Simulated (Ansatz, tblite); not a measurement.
Cost and result up the ladder for the cluster Al2N2 (the lowest singlet isomer of a short search) (4 atoms). Charge 0, multiplicity 1. Geometry: PBE0-D4/def2-TZVP.

```xyz
4

Al   -1.577   -0.038    1.064
Al    1.577    0.038   -1.064
N    -0.202    0.528   -0.280
N     0.202   -0.528    0.280
```

Ansatz on 4 threads of INTEL XEON PLATINUM 8581C on a shared host; xTB runs through tblite on one thread. Times are rough, summed over both states, and most runs start from the orbitals of an earlier one. CCSD(T)/def2-TZVPP serves as the yardstick here, not as an exact answer. Differences are given only for rows in sets of like size (and for xTB, whose basis is part of the method), since another set adds its own error. The other state is a triplet at its own geometry.

The xTB rows come from tblite. Correlated methods freeze 12 core orbitals. At PBE0-D4/def2-TZVP a singlet of charge 0 lies 1.18 eV below the triplet, each at its own geometry. The structure comes from a short search, and lower isomers may exist.

Correlated methods converge slowly with the basis.

xTB has no spin-polarisation term.

```json
{"level": "GFN1-xTB", "functions": "26", "wall time": "0.004 s", "triplet − singlet (eV)": "1.29", "difference from CCSD(T)/def2-TZVPP (eV)": "-0.09"}
{"level": "GFN2-xTB", "functions": "26", "wall time": "0.011 s", "triplet − singlet (eV)": "0.97", "difference from CCSD(T)/def2-TZVPP (eV)": "-0.41"}
{"level": "HF/STO-3G", "functions": "28", "wall time": "0.2 s", "triplet − singlet (eV)": "0.70", "difference from CCSD(T)/def2-TZVPP (eV)": "–"}
{"level": "LDA (SPW92)/def2-TZVP", "functions": "136", "wall time": "0.85 s", "triplet − singlet (eV)": "1.34", "difference from CCSD(T)/def2-TZVPP (eV)": "-0.04"}
{"level": "PBE-D4/def2-TZVP", "functions": "136", "wall time": "1.4 s", "triplet − singlet (eV)": "1.20", "difference from CCSD(T)/def2-TZVPP (eV)": "-0.19"}
{"level": "BLYP-D4/def2-TZVP", "functions": "136", "wall time": "1.4 s", "triplet − singlet (eV)": "1.22", "difference from CCSD(T)/def2-TZVPP (eV)": "-0.17"}
{"level": "MP2/def2-TZVP", "functions": "136", "wall time": "1.5 s", "triplet − singlet (eV)": "1.57", "difference from CCSD(T)/def2-TZVPP (eV)": "0.19"}
{"level": "HF/def2-TZVP", "functions": "136", "wall time": "1.7 s", "triplet − singlet (eV)": "0.80", "difference from CCSD(T)/def2-TZVPP (eV)": "-0.58"}
{"level": "PBE0-D4/def2-TZVP (with forces)", "functions": "136", "wall time": "1.9 s", "triplet − singlet (eV)": "1.18", "difference from CCSD(T)/def2-TZVPP (eV)": "-0.20"}
{"level": "RPA@PBE/def2-TZVP", "functions": "136", "wall time": "2 s", "triplet − singlet (eV)": "1.32", "difference from CCSD(T)/def2-TZVPP (eV)": "-0.06"}
{"level": "r2SCAN-D4/def2-TZVP", "functions": "136", "wall time": "2.6 s", "triplet − singlet (eV)": "1.09", "difference from CCSD(T)/def2-TZVPP (eV)": "-0.29"}
{"level": "r2SCAN0-D4/def2-TZVP", "functions": "136", "wall time": "3.1 s", "triplet − singlet (eV)": "1.06", "difference from CCSD(T)/def2-TZVPP (eV)": "-0.32"}
{"level": "ωB97M-V/def2-TZVP", "functions": "136", "wall time": "4.2 s", "triplet − singlet (eV)": "1.33", "difference from CCSD(T)/def2-TZVPP (eV)": "-0.05"}
{"level": "CCSD(T)/def2-TZVPP", "functions": "146", "wall time": "13 s", "triplet − singlet (eV)": "1.38", "difference from CCSD(T)/def2-TZVPP (eV)": "0.00"}
```
